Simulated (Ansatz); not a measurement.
Total energies of `c1csc(-c2ccc(-c3ccc(-c4ccc(-c5cccs5)s4)s3)s2)c1` from Ansatz at PBE0-D4/def2-TZVP, gas phase (1 Eh = 27.2114 eV = 2625.5 kJ/mol). The reference geometry is relaxed at PBE-D4/def2-SVP.

| atom | x (Å) | y (Å) | z (Å) |
| --- | --- | --- | --- |
| C1 | 6.522 | 1.156 | 5.635 |
| C2 | 5.937 | 0.872 | 6.855 |
| S3 | 4.266 | 0.455 | 6.682 |
| C4 | 4.329 | 0.659 | 4.941 |
| C5 | 3.152 | 0.437 | 4.134 |
| C6 | 1.869 | 0.056 | 4.527 |
| C7 | 0.960 | -0.068 | 3.451 |
| C8 | 1.527 | 0.216 | 2.206 |
| C9 | 0.919 | 0.193 | 0.902 |
| C10 | 1.480 | 0.485 | -0.344 |
| C11 | 0.571 | 0.351 | -1.418 |
| C12 | -0.708 | -0.048 | -1.023 |
| C13 | -1.879 | -0.288 | -1.824 |
| C14 | -3.162 | -0.668 | -1.421 |
| C15 | -4.075 | -0.805 | -2.492 |
| C16 | -3.512 | -0.538 | -3.741 |
| C17 | -4.146 | -0.590 | -5.039 |
| C18 | -5.355 | -1.194 | -5.386 |
| C19 | -5.682 | -1.042 | -6.762 |
| C20 | -4.727 | -0.329 | -7.466 |
| S21 | -3.426 | 0.174 | -6.442 |
| S22 | -1.819 | -0.120 | -3.568 |
| S23 | -0.766 | -0.256 | 0.718 |
| S24 | 3.218 | 0.643 | 2.395 |
| C25 | 5.613 | 1.036 | 4.548 |
| H26 | 7.577 | 1.443 | 5.525 |
| H27 | 6.395 | 0.883 | 7.852 |
| H28 | 1.604 | -0.128 | 5.578 |
| H29 | -0.093 | -0.359 | 3.568 |
| H30 | 2.529 | 0.790 | -0.462 |
| H31 | 0.832 | 0.539 | -2.469 |
| H32 | -3.426 | -0.831 | -0.367 |
| H33 | -5.133 | -1.072 | -2.366 |
| H34 | -5.969 | -1.750 | -4.665 |
| H35 | -6.589 | -1.451 | -7.227 |
| H36 | -4.715 | -0.068 | -8.531 |
| H37 | 5.880 | 1.219 | 3.497 |

| state | geometry | energy (Eh) |
| --- | --- | --- |
| charge 0 singlet | reference | -2759.08720 |
| charge 1 doublet | reference | -2758.85698 |
| charge -1 doublet | reference | -2759.13634 |
| free C atom (triplet) | – | -37.80537 |
| free S atom (triplet) | – | -397.97371 |
| free H atom (doublet) | – | -0.50104 |

Single mean-field runs in def2-TZVP are fitted with def2-universal-jkfit.

(1) Work out the vertical ionisation energy to the doublet.

(2) Work out the vertical electron affinity, to the doublet.

(3) Give the fundamental gap IE − EA, the Mulliken electronegativity (IE + EA)/2 and the hardness (IE − EA)/2.

(4) What is the binding energy per atom against free atoms?

(1) E(charge 1 doublet) − E(charge 0 singlet) = -2758.85698 − (-2759.08720) = 0.23022 Eh = 6.26 eV. For comparison, −ε of the highest occupied level is 5.21 eV at this level, 1.05 eV less.

(2) E(charge 0 singlet) − E(charge -1 doublet) = -2759.08720 − (-2759.13634) = 0.04914 Eh = 1.34 eV. The basis lacks diffuse functions, which makes affinities too small.

(3) From the values in Eh: IE − EA = 0.23022 − 0.04914 = 0.18108 Eh = 4.93 eV; (IE + EA)/2 = 3.80 eV; (IE − EA)/2 = 2.46 eV. The HOMO–LUMO gap of the same run is 2.91 eV, 2.02 eV smaller than the fundamental gap.

(4) Atoms: 20 × (-37.80537) + 5 × (-397.97371) + 12 × (-0.50104) = -2751.98843 Eh. Binding: -2751.98843 − (-2759.08720) = 7.09877 Eh = 193.17 eV, or 5.22 eV for each of 37 atoms (no zero-point energy, no counterpoise term).
